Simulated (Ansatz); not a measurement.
`O[SiH2][BH][GeH3]` + H₂ → `B[SiH2]O` + GeH₄ at 400 K and 1 bar (hydrogenolysis of a B–Ge bond).

Gas-phase electronic energies from Ansatz, PBE0-D4/def2-TZVP geometries. CBS: MP2 limit from def2 TZ/QZ plus the TZ coupled-cluster correction, frozen cores. This one scheme is used for every species. For Ge outer-core shells are correlated without core-valence functions, which leaves a few kJ/mol of doubt a bond. Scalar relativity is left out up to krypton. Each species was taken in one conformer, which may not be the lowest.

```csv
species,CCSD(T)/CBS energy (Eh),H − E (kJ/mol),S (J/(mol·K))
`O[SiH2][BH][GeH3]`,-2469.36569,210.6,417.6
H₂,-1.17544,38.0,139.0
`B[SiH2]O`,-392.05150,158.9,327.5
GeH₄,-2078.49493,93.6,231.8
```

H − E and S are ideal-gas, rigid-rotor, harmonic terms from PBE0-D4/def2-TZVP, for one conformer and one mirror image of each species. For small species the MP2-based limit differs from directly extrapolated CCSD(T) by up to some mEh (0.8 for H₂); such offsets cancel only in part. 1 Eh = 2625.50 kJ/mol, R = 8.31446 J/(mol·K).

Q: By hand: ΔE, ΔH, ΔS and ΔG.

A: ΔE = (-392.05150) + (-2078.49493) − (-2469.36569) − (-1.17544) = -0.00530 Eh = -13.9 kJ/mol. Δ(H − E) = 158.9 + 93.6 − 210.6 − 38.0 = 3.9, so ΔH = -10.0 kJ/mol. ΔS = 327.5 + 231.8 − 417.6 − 139.0 = 2.7 J/(mol·K). ΔG = -10.0 − 400 × (2.7)/1000 = -11.1 kJ/mol.

Q: By hand: the equilibrium constant, and the temperature at which ΔG would vanish if ΔH and ΔS stayed fixed.

A: log₁₀ K = −ΔG/(RT ln 10) = 1.4. ΔH and −TΔS have one sign here, so there is no such temperature.

The number of gas molecules stays the same, so ΔS is small and ΔH decides. A doubt of 5 kJ/mol in ΔE shifts log₁₀ K by 0.7 here. Other conformers and mirror images would add mixing entropy, several J/(mol·K) or more a flexible species. Modes under 60 cm⁻¹, often nearly free rotors, make the harmonic entropy too high. These are equilibria of isolated gas molecules and say nothing of rates. Largest T1 diagnostic: 0.013 (customary marks: 0.02 for closed shells, 0.045 for open ones).

ΔS is within the doubt of such terms, so its sign, and with it that verdict, could turn.
